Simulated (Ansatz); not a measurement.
The cluster Al₃Sb₃ (the lowest singlet isomer of a short search), 6 atoms. Hardware: 4 threads of Arm Neoverse V1 on a shared host.

In the def2 sets Sb takes a core potential; there is no spin–orbit coupling. Correlated methods freeze 27 core orbitals; core or outer-core shells of Sb are correlated, in sets that lack core-valence functions.

**Question.** How many basis functions does each of these Ansatz runs have, and roughly what does it cost? PBE0-D4/def2-TZVP, charge 1 doublet at the geometry of the charge 0 singlet, energy; PBE0-D4/def2-TZVP, charge 0 triplet at the geometry of the charge 0 singlet, energy; r2SCAN0-D4/def2-TZVP, charge 0 singlet, energy, from earlier orbitals; CCSD(T)/def2-SVP, charge 1 doublet at the geometry of the charge 0 singlet, energy, from earlier orbitals; B2PLYP/def2-TZVP, charge 0 singlet, energy, from earlier orbitals; PBE with 15 % exact exchange/def2-SVP, charge 0 singlet, energy, from earlier orbitals; PBE0-D4/def2-TZVP, charge 0 singlet, energy, from earlier orbitals; PBE-D4/def2-TZVPD, charge 0 singlet, energy, from earlier orbitals; r2SCAN-D4/def2-TZVP, charge 0 singlet, energy, from earlier orbitals; r2SCAN-D4/def2-TZVP, charge 0 triplet at the geometry of the charge 0 singlet, energy, from earlier orbitals; PBE-D4/def2-TZVP, charge 1 doublet at the geometry of the charge 0 singlet, energy, from earlier orbitals; PBE with 40 % exact exchange/def2-SVP, charge 0 singlet, energy, from earlier orbitals.

**Answer.** Other jobs shared the machine, so times can vary by a factor of up to 3. A dash marks memory too small to be measured apart from the calling script's.

| run | functions | fitting or Cholesky vectors | wall time | peak host memory (GiB) |
| --- | --- | --- | --- | --- |
| PBE with 15 % exact exchange/def2-SVP, charge 0 singlet, energy, from earlier orbitals | 132 | 1476 | 4 s | – |
| PBE with 40 % exact exchange/def2-SVP, charge 0 singlet, energy, from earlier orbitals | 132 | 1476 | 4.1 s | – |
| PBE-D4/def2-TZVPD, charge 0 singlet, energy, from earlier orbitals | 297 | 2031 | 8 s | 0.68 |
| PBE0-D4/def2-TZVP, charge 0 singlet, energy, from earlier orbitals | 261 | 2160 | 11 s | 1.3 |
| PBE-D4/def2-TZVP, charge 1 doublet at the geometry of the charge 0 singlet, energy, from earlier orbitals | 261 | 1926 | 11 s | 0.57 |
| r2SCAN-D4/def2-TZVP, charge 0 singlet, energy, from earlier orbitals | 261 | 1926 | 12 s | – |
| r2SCAN0-D4/def2-TZVP, charge 0 singlet, energy, from earlier orbitals | 261 | 2160 | 17 s | 1.3 |
| B2PLYP/def2-TZVP, charge 0 singlet, energy, from earlier orbitals | 261 | 2084 | 17 s | 1.1 |
| r2SCAN-D4/def2-TZVP, charge 0 triplet at the geometry of the charge 0 singlet, energy, from earlier orbitals | 261 | 1926 | 28 s | 0.67 |
| PBE0-D4/def2-TZVP, charge 0 triplet at the geometry of the charge 0 singlet, energy | 261 | 2160 | 35 s | 1.6 |
| PBE0-D4/def2-TZVP, charge 1 doublet at the geometry of the charge 0 singlet, energy | 261 | 2160 | 35 s | 1.6 |
| CCSD(T)/def2-SVP, charge 1 doublet at the geometry of the charge 0 singlet, energy, from earlier orbitals | 132 | 1476 | 2.1 min | 2.1 |
